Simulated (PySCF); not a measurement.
Molecule: Si(Me)(OMe)2(SeH), SMILES CO[Si](C)([SeH])OC. Atoms near the plane z = 1.2 Å, at the GFN2-xTB optimised geometry (x, y, z in Å): Si3 (0.6, -0.1, 0.0), C4 (0.5, 0.6, 1.8), Se5 (0.9, -2.3, 0.0), H9 (-2.5, 0.1, 0.1), H11 (-0.3, 0.1, 2.3), H12 (0.3, 1.7, 1.8), H13 (1.4, 0.5, 2.3), H14 (2.3, -2.3, 0.0), H15 (2.5, 2.3, -0.2).

Calculation: CAM-B3LYP/def2-SVP (PySCF). The values are rescaled to run from 0 to 1.

```
|111111111111111111111111111|
|111111111111111111111111111|
|111111111111111111111111111|
|111111111111111111111111111|
|111111111111111111111111111|
|111111111111111111111111111|
|111111111111000001111111111|
|111111111110000000011111111|
|111111111110011100001111111|
|111111111100023100001111111|
|111111111100013200000111111|
|111111111000016620000111111|
|111111111000039941000111111|
|111111000000025530000111111|
|111111111000001100001111111|
|111111111100000000001111111|
|111111111110000000001111111|
|111111111111001111011111111|
|111111111111111111111111111|
|111111111111111221111111111|
|111111111111112221111111111|
|111111111111112221111111111|
|111111111111111111111111111|
|111111111111111111111111111|
|111111111111111111111111111|
|111111111111111111111111111|
|111111111111111111111111111|
```
Scale: ten equal steps from 0.000 (start of '0') to 1.00 (end of '9'), in the order '0123456789'; x runs from -4.50 to 4.50, y from -4.50 (bottom) to 4.50 (top).

### Question
Which quantity is mapped?
(A) deformation density (molecule minus spherical neutral atoms)
(B) log10 of the electron density
(C) Laplacian of the electron density
(D) an orbital amplitude

### Answer
A, deformation density (molecule minus spherical neutral atoms). In full: deformation density (molecule minus spherical neutral atoms) (e/bohr³).
